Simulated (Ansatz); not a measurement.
`FCC(F)(C(F)(F)F)C(F)(F)F`, relaxed with RKS PBE0-D4/def2-TZVP in Ansatz from a PBE-D4/def2-SVP geometry. The force threshold is 0.005 eV/Å; the program also tests the step.

The species carries charge 0 and has multiplicity 1.

Start:

```xyz
14

F     0.438   -2.316    0.472
C     0.513   -1.022    0.928
C    -0.369   -0.095    0.085
F    -1.701   -0.365    0.333
C    -0.142   -0.306   -1.442
F     1.180   -0.354   -1.712
F    -0.708   -1.451   -1.839
F    -0.680    0.698   -2.162
C    -0.124    1.380    0.510
F    -1.071    2.195    0.036
F    -0.130    1.473    1.860
F     1.081    1.802    0.072
H     1.565   -0.668    0.884
H     0.148   -0.971    1.975
```

```
step  energy (eV)  largest force (eV/Å)  largest move (Å)
   1  -25901.7385                 0.847             0.000
   2  -25901.7978                 0.342             0.017
   3  -25901.8066                 0.034             0.012
   4  -25901.8068                 0.015             0.003
   5  -25901.8068                 0.005             0.007
```

End:

```xyz
14

F     0.430   -2.298    0.485
C     0.513   -1.007    0.924
C    -0.371   -0.096    0.084
F    -1.685   -0.365    0.332
C    -0.139   -0.303   -1.435
F     1.166   -0.364   -1.698
F    -0.706   -1.429   -1.835
F    -0.659    0.693   -2.148
C    -0.127    1.371    0.507
F    -1.063    2.179    0.043
F    -0.135    1.461    1.840
F     1.061    1.794    0.076
H     1.552   -0.675    0.866
H     0.164   -0.962    1.958
```

Hardware: 4 threads of an AMD EPYC 7R13 on a shared host and a share of an NVIDIA H100 80 GB. Wall time 11 s, peak host memory 1.1 GiB.
